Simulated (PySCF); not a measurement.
**Simulated absorption spectrum**

Compound: C₇H₆O.
InChI=1S/C7H6O/c1-3-4-5-6-7(2)8/h1H,4H2,2H3

Computed, not measured: TDDFT CAM-B3LYP/def2-SVPD, vertical, gas phase, core orbitals frozen in the response (PySCF 2.14.0, density-fitted response routines). Isolated species at its PBE0-D3(BJ)/def2-SVP geometry, gas phase.

Computed states:

```tsv
state	E (eV)	f
S1	4.12	0.0002
S2	5.12	0.0001
S3	5.80	0.147
S4	6.49	0.0001
S5	6.80	0.0092
S6	6.81	0.0003
S7	6.87	0.0003
S8	7.07	0.0043
S9	7.11	0.0000
S10	7.42	0.063
```

Each state is given a Gaussian of 0.3 eV full width at half maximum, with ε(max) = 2.175×10⁸ f / Δν̃ (Δν̃ the width in cm⁻¹). The cross-section is σ = 3.8235×10⁻²¹ ε cm², given in Mb (10⁻¹⁸ cm²). The width is an assumption, not a result. The curve ends short of the highest state used, and states not computed would add to its high-energy end.

Q: Give the broadened spectrum and its maxima.

A: 
| E (eV) | σ (Mb) |
| --- | --- |
| 3.67 | 0.00 |
| 3.81 | 0.00 |
| 3.95 | 0.03 |
| 4.09 | 0.07 |
| 4.22 | 0.05 |
| 4.36 | 0.01 |
| 4.50 | 0.00 |
| 4.63 | 0.00 |
| 4.77 | 0.00 |
| 4.91 | 0.01 |
| 5.04 | 0.02 |
| 5.18 | 0.02 |
| 5.32 | 0.06 |
| 5.45 | 1.29 |
| 5.59 | 13.79 |
| 5.73 | 44.21 |
| 5.87 | 42.39 |
| 6.00 | 13.82 |
| 6.14 | 1.29 |
| 6.28 | 0.04 |
| 6.41 | 0.05 |
| 6.55 | 0.48 |
| 6.69 | 2.26 |
| 6.82 | 3.53 |

Maxima: 301 nm (4.12 eV), ε about 19, made up of S1 (100%); 242 nm (5.13 eV), ε about 6.3, made up of S2 (100%); 214 nm (5.79 eV), ε about 13000, made up of S3 (100%); 182 nm (6.82 eV), ε about 920, made up of S5 (88%) (ε in L mol⁻¹ cm⁻¹; maxima over ε = 5, shares over 10%).

Q: Coming from long wavelengths, where does ε first pass 100 L mol⁻¹ cm⁻¹?

A: At about 230 nm (5.40 eV), 1.27 eV above S1.

Q: On this curve, what absorbance would a 10⁻⁴ mol/L sample give at 222 nm over a 1 cm path?

A: 222 nm is 5.585 eV, where ε is about 3400 L mol⁻¹ cm⁻¹, so A = ε c l ≈ 0.34 (Beer–Lambert, with the gas-phase spectrum and the assumed width).

Q: What would ε be at 5.79 eV, the highest of these maxima, with half the width (0.15 eV)?

A: About 26300 L mol⁻¹ cm⁻¹ against 13200, a factor of about 1.99; a lone state at its own centre would give exactly 2.

The vertical ionisation energy (ΔSCF) is 9.93 eV, 2.51 eV above S10.

Time: 4.3 min. Hardware: one thread of an x86-64 server, no GPU (shared host).
